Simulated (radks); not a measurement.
Ta3+, configuration [Kr] 4d10 4f14 5p6 5d2 6p2 (not the ground configuration). All-electron calculation, scalar-relativistic Kohn-Sham, BP86, spin-unpolarised, spherical densities, point nucleus. Program: a radial shooting solver on a logarithmic mesh with Libxc functionals.

X-ray form factor f0, the Fourier transform of the density (f0(0) = 70):

sin(theta)/lambda (1/angstrom),f0 (electrons)
0.05,69.137
0.1,66.878
0.15,63.903
0.2,60.735
0.25,57.576
0.3,54.463
0.4,48.463
0.5,43.037
0.6,38.323
0.8,30.708
1,25.012
1.25,20.165
1.5,17.175
2,13.622
